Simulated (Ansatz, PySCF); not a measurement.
Hf(OH)4 anion (H4HfO4), SMILES [OH][Hf]([OH])([OH])[OH] (connectivity only; charge and spin as stated), charge -1, multiplicity 2. Atoms are numbered in the order given.

```xyz
9

Hf     0.0000     0.0000     0.1146
O     -1.5666    -0.6260    -0.9795
H     -1.7265    -1.5713    -1.0425
O     -0.6350     1.8344     0.6628
H     -0.7590     2.0833     1.5795
O      0.6350    -1.8344     0.6628
H      0.7590    -2.0833     1.5795
O      1.5666     0.6260    -0.9796
H      1.7265     1.5713    -1.0425
```
Charge -1, spin multiplicity 2.

The structure is a stationary point at PBE0-D3(BJ)/def2-SVPD. The spin state was assumed, not searched. The isomer is the one that the SMILES or the coordinates give; other isomers of the formula were not compared. The def2 effective core potentials stand for the cores of Hf; spin–orbit coupling is left out. One conformer was computed; it need not be the lowest.

Two levels are set side by side: PBE-D3(BJ)/def2-SVPD (Ansatz, a program for electronic structure) and PBE0-D3(BJ)/def2-SVPD (Ansatz). Each level has its own optimised geometry; the coordinates shown are those of the second. Frequencies come from the Hessian of PySCF at each geometry. Differences are taken from unrounded values.

```json
[
 {"quantity": "mean bond length (Å)", "PBE0-D3(BJ)": "1.487"},
 {"quantity": "bond Hf1–O2 (Å)", "PBE0-D3(BJ)": "2.011"},
 {"quantity": "bond Hf1–O4 (Å)", "PBE0-D3(BJ)": "2.017"},
 {"quantity": "bond Hf1–O6 (Å)", "PBE0-D3(BJ)": "2.017"},
 {"quantity": "bond Hf1–O8 (Å)", "PBE0-D3(BJ)": "2.011"},
 {"quantity": "bond O2–H3 (Å)", "PBE0-D3(BJ)": "0.961"},
 {"quantity": "bond O4–H5 (Å)", "PBE0-D3(BJ)": "0.958"},
 {"quantity": "bond O6–H7 (Å)", "PBE0-D3(BJ)": "0.958"},
 {"quantity": "bond O8–H9 (Å)", "PBE0-D3(BJ)": "0.961"},
 {"quantity": "highest harmonic wavenumber (cm⁻¹)", "PBE0-D3(BJ)": "3962"},
 {"quantity": "mean harmonic wavenumber (cm⁻¹)", "PBE0-D3(BJ)": "1032"},
 {"quantity": "zero-point energy (kcal/mol)", "PBE0-D3(BJ)": "30.98"}
]
```

Task: What does PBE-D3(BJ) give, and how far is it from PBE0-D3(BJ)? (Estimate from the structure and the level; the computed values follow.)

Result: 
```csv
quantity,PBE-D3(BJ),PBE-D3(BJ) minus PBE0-D3(BJ)
mean bond length (Å),1.498,0.011
bond Hf1–O2 (Å),2.021,0.010
bond Hf1–O4 (Å),2.025,0.008
bond Hf1–O6 (Å),2.025,0.008
bond Hf1–O8 (Å),2.021,0.010
bond O2–H3 (Å),0.974,0.013
bond O4–H5 (Å),0.972,0.014
bond O6–H7 (Å),0.972,0.014
bond O8–H9 (Å),0.974,0.013
highest harmonic wavenumber (cm⁻¹),3747,-214
mean harmonic wavenumber (cm⁻¹),981,-50
zero-point energy (kcal/mol),29.47,-1.52
```

Exact exchange shortens and stiffens bonds; PBE has none. Differences between two approximate levels are no errors against the true value.
